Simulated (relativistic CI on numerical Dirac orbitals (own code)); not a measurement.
# Pd2+: M2,3 absorption edge

Computed with this model: Dirac-Coulomb-Breit CI, KLI orbitals optimised for each configuration, a model potential for QED, multiplet model of core-to-valence dipole absorption, unscaled Slater integrals; configurations [Kr] 4d8 → [Ne] 3s2 3p5 3d10 4s2 4p6 4d9; 300 K; Lorentzian 2 eV and Gaussian 0.4 eV FWHM. Energies are those of the free ion, without screening or charge transfer. The branching ratio is the share of the lower-energy edge in the whole absorption, uncertain by about 0.02 where the edges overlap. S is read from ⟨S²⟩ = S(S + 1).

Field parameters in Wybourne normalisation: D3d B²₀ = −7Dσ, B⁴₀ = −14Dq − 21Dτ, B⁴₃ = −14√(10/7) Dq; D4h B²₀ = −7Ds, B⁴₀ = 21(Dq − Dt), B⁴₄ = 21√(5/14) Dq; Oh B⁴₀ = 21Dq, B⁴₄ = √(5/14) B⁴₀; Td as Oh with Dq negative (B⁴₀ = 21Dq, B⁴₄ = √(5/14) B⁴₀). The field is a parameter set, without covalency.

Peaks in eV (height, largest 100): 535.2 (100).

(1) Which surroundings give this spectrum?
A. D3d, 10Dq = 11300, Dσ = -1160, Dτ = 350 cm⁻¹
B. free ion
C. D4h, 10Dq = 33550, Ds = 1420, Dt = 180 cm⁻¹
D. Oh, 10Dq = 23250 cm⁻¹

Answers

(1) B. free ion, where the ground state has S = 1.00.
